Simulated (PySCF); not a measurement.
Estimate the missing entries of this data sheet.

C₅H₈O₂.
Geometry (PBE0-D3(BJ)/def2-SVP, Å), atoms numbered from 1 in this order:
```
atom  x, y, z in Å
C1    -1.7200   -0.3642   -0.5688
O2    -2.1823   -1.5237    0.1147
C3    -1.1662   -1.4014    1.1036
C4    -0.5928   -0.1472    0.4422
C5     0.8775    0.0053    0.0492
O6     0.9980    1.2283    0.7664
C7    -0.3618    1.1709    1.1825
H8    -1.3886   -0.5821   -1.6008
H9    -2.4787    0.4391   -0.6039
H10   -0.4857   -2.2726    1.1249
H11   -1.5769   -1.2496    2.1187
H12    1.5500   -0.7824    0.4359
H13    1.0630    0.1273   -1.0339
H14   -0.4685    1.1160    2.2816
H15   -0.9567    2.0263    0.8127
```

```csv
property,level,value
point group,PBE0-D3(BJ)/def2-SVP,D2d
"rotational constants A, B, C",PBE0-D3(BJ)/def2-SVP,"6.397, 1.960, 1.960 GHz"
dipole moment,PBE0/def2-SVPD,0.00 D
HOMO energy,PBE0/def2-SVPD,?
LUMO energy,PBE0/def2-SVPD,?
lowest singlet excitation,TDDFT PBE0/def2-SVPD,"6.69 eV (185 nm, f = 0.004 summed over 2 states within 0.01 eV)"
strongest line among the 10 lowest singlet transitions,TDDFT PBE0/def2-SVPD,"S3/S4 at 6.94 eV (179 nm, f = 0.081 summed over these states)"
lowest triplet excitation (Tamm–Dancoff),TDA PBE0/def2-SVPD,6.42 eV
static isotropic polarisability,PBE0/def2-SVPD,62.7 au
vertical ionisation energy,ΔSCF PBE0/def2-SVPD,9.47 eV
electronic spatial extent ⟨r²⟩ about the centre of nuclear charge,PBE0/def2-SVPD,701 bohr²
13C chemical shifts (computed TMS as zero) by class,GIAO PBE/pcSseg-2,"88.3 (C1/C3/C5/C7), 45.2 (C4) ppm"
1H chemical shifts (computed TMS as zero) by class,GIAO PBE/pcSseg-2,?
"isotropic shieldings of nuclei other than C and H, by class",GIAO PBE/pcSseg-2,?
largest of the computed one-bond spin–spin couplings (means over like bonds),"B3LYP/pcJ-1, spin–dipole term left out","13C–1H +153.2 (C1–H8 and 7 like it), 13C–13C +31.5 (C1–C4 and 3 like it), 17O–13C +17.7 (O2–C1 and 3 like it) Hz"
```

The electronic properties come from PySCF, for the isolated species, density fitting.

(1) Give the HOMO energy.

(2) The LUMO energy?

(3) The isotropic shieldings of nuclei other than C and H, by class?

(4) Give the 1H chemical shifts (computed TMS as zero) by class.

Answers

(1) -7.52 eV.

(2) 0.52 eV.

(3) 327 (O2/O6) ppm.

(4) 4.80 (H8/H9/H10/H11/H12/H13/H14/H15) ppm.

No computed singlet falls in the visible range (750 to 380 nm, 1.65 to 3.26 eV); S1 lies 3.43 eV above its blue end. The ΔSCF ionisation energy exceeds −ε(HOMO) by 1.95 eV with PBE0. The vertical singlet–triplet gap S1 − T1 is 0.27 eV (TDDFT singlet less Tamm–Dancoff triplet). Point group D2d forbids a permanent dipole, so the rigid molecule has no electric-dipole pure rotational spectrum. The polarisability is 9.29 Å³ as a volume (1 au = 0.148185 Å³), or 1.16 au for each of the 54 electrons.

For the spin–spin coupling job (B3LYP/pcJ-1), time: 59 s. Hardware: Arm Neoverse V1, one thread, on a shared host.
